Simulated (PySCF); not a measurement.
Radial density of Mg⁺ (magnesium, charge +1)

UHF, [Ne] 3s1, 2S determinant. All numbers are calculated (PySCF 2.14, no relativity, point nucleus, in aug-cc-pCVDZ).

```json
{"r (bohr)": "0.00208", "4πr²ρ (e/bohr)": "0.05646", "4πr²(ρα − ρβ)": "0.0001"}
{"r (bohr)": "0.00350", "4πr²ρ (e/bohr)": "0.1549", "4πr²(ρα − ρβ)": "0.0003"}
{"r (bohr)": "0.00589", "4πr²ρ (e/bohr)": "0.4128", "4πr²(ρα − ρβ)": "0.0008"}
{"r (bohr)": "0.00990", "4πr²ρ (e/bohr)": "1.062", "4πr²(ρα − ρβ)": "0.0020"}
{"r (bohr)": "0.0167", "4πr²ρ (e/bohr)": "2.555", "4πr²(ρα − ρβ)": "0.0047"}
{"r (bohr)": "0.0280", "4πr²ρ (e/bohr)": "5.518", "4πr²(ρα − ρβ)": "0.0098"}
{"r (bohr)": "0.0471", "4πr²ρ (e/bohr)": "9.918", "4πr²(ρα − ρβ)": "0.0162"}
{"r (bohr)": "0.0793", "4πr²ρ (e/bohr)": "13.23", "4πr²(ρα − ρβ)": "0.0167"}
{"r (bohr)": "0.133", "4πr²ρ (e/bohr)": "11.28", "4πr²(ρα − ρβ)": "0.0036"}
{"r (bohr)": "0.224", "4πr²ρ (e/bohr)": "7.417", "4πr²(ρα − ρβ)": "0.0040"}
{"r (bohr)": "0.377", "4πr²ρ (e/bohr)": "9.856", "4πr²(ρα − ρβ)": "0.0497"}
{"r (bohr)": "0.634", "4πr²ρ (e/bohr)": "10.11", "4πr²(ρα − ρβ)": "0.0315"}
{"r (bohr)": "1.07", "4πr²ρ (e/bohr)": "3.536", "4πr²(ρα − ρβ)": "0.0165"}
{"r (bohr)": "1.79", "4πr²ρ (e/bohr)": "0.5800", "4πr²(ρα − ρβ)": "0.3080"}
{"r (bohr)": "3.02", "4πr²ρ (e/bohr)": "0.3525", "4πr²(ρα − ρβ)": "0.3510"}
{"r (bohr)": "5.08", "4πr²ρ (e/bohr)": "0.04768", "4πr²(ρα − ρβ)": "0.0477"}
{"r (bohr)": "8.54", "4πr²ρ (e/bohr)": "0.0003642", "4πr²(ρα − ρβ)": "0.0004"}
```
